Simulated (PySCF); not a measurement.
C2H7NSi2.
SMILES: `N#CC[SiH2][SiH3]`

The closed-shell SCF was solved with PySCF and density fitting under several settings on one GFN2-xTB geometry (grid level 2 and gas phase unless stated).

```json
{"settings": "PBE0/pcSseg-1", "basis functions": "134", "SCF cycles": "12", "E (Eh)": "-713.6914", "HOMO (eV)": "-8.77", "LUMO (eV)": "-0.49", "dipole (D)": "3.81"}
{"settings": "CAM-B3LYP/def2-SVPD", "basis functions": "164", "SCF cycles": "12", "E (Eh)": "-713.7957", "HOMO (eV)": "-10.06", "LUMO (eV)": "0.43", "dipole (D)": "3.89"}
{"settings": "PBE0/pcSseg-1, fitting basis def2-universal-jkfit, energy threshold 1e-06 Eh", "basis functions": "134", "SCF cycles": "7", "E (Eh)": "-713.6914", "HOMO (eV)": "-8.77", "LUMO (eV)": "-0.49", "dipole (D)": "3.81"}
{"settings": "PBE0/pcseg-1, start guess atom, energy threshold 1e-07 Eh", "basis functions": "113", "SCF cycles": "9", "E (Eh)": "-713.6762", "HOMO (eV)": "-8.75", "LUMO (eV)": "-0.44", "dipole (D)": "3.84"}
```

Problem. Estimate the row for these settings: B3LYP/cc-pVDZ, damping 0.2 at the start, DIIS from the seventh cycle.

Solution. 
| settings | basis functions | SCF cycles | E (Eh) | HOMO (eV) | LUMO (eV) | dipole (D) |
| --- | --- | --- | --- | --- | --- | --- |
| B3LYP/cc-pVDZ, damping 0.2 at the start, DIIS from the seventh cycle | 113 | 18 | -714.1758 | -8.29 | -0.38 | 3.52 |

Problem. Over all rows, what range does the HOMO–LUMO gap span?

Solution. From 7.91 eV (B3LYP/cc-pVDZ, damping 0.2 at the start, DIIS from the seventh cycle) to 10.49 eV (CAM-B3LYP/def2-SVPD). The functional of the narrowest has 20 % exact exchange, that of the widest range-separated exact exchange.

Problem. And the dipole moment?

Solution. From 3.52 D (B3LYP/cc-pVDZ, damping 0.2 at the start, DIIS from the seventh cycle) to 3.89 D (CAM-B3LYP/def2-SVPD); the largest is 1.11 times the smallest, and the median is 3.81 D.

Problem. Compare two rows with the functional PBE0: PBE0/pcseg-1, start guess atom, energy threshold 1e-07 Eh and PBE0/pcSseg-1, fitting basis def2-universal-jkfit, energy threshold 1e-06 Eh. Which energy is lower, and by how much?

Solution. PBE0/pcSseg-1, fitting basis def2-universal-jkfit, energy threshold 1e-06 Eh (134 functions) lies 0.0152 Eh or 9.5 kcal/mol below PBE0/pcseg-1, start guess atom, energy threshold 1e-07 Eh (113 functions).

Cycle counts include a coarse-grid stage where the run had one.

The values belong to the conformer `[N:1]#[C:2][CH2:3][SiH2:4][SiH3:5]`: C2–C3–Si4–Si5 58°.
